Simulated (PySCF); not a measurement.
**Correlation energy of Sb (antimony, neutral)**

[Kr] 4d10 5s2 5p2 5d1, one real determinant (an excited configuration). All numbers are calculated (PySCF 2.14, scalar relativity through the core potential, in aug-cc-pVTZ-PP with ECP28MDF (6s5p4d2f, 55 functions)). Frozen: 4s2 4p6 4d10; 5 electrons correlated.

```
  level  correlation energy (mhartree)
   CCSD                         -85.37
    (T)                         -15.10
CCSD(T)                        -100.47
```

Diagnostics: T1 = 0.046, D1 = 0.1386, largest double amplitude 0.736.

The real determinant used has ⟨L²⟩ near 8 against 12 for a pure F term, so it mixes terms. The outer electron is Rydberg-like, and this basis confines it to a smaller radius and binds it less than a complete one would. T1 exceeds 0.03, a sign that the reference determinant is poor. A double-excitation amplitude exceeds 0.15, a sign of near-degeneracy.

Cost of the coupled-cluster step: about 3 core-seconds, for 5 correlated electrons.

The reference is one real determinant that mixes LS terms of this configuration.
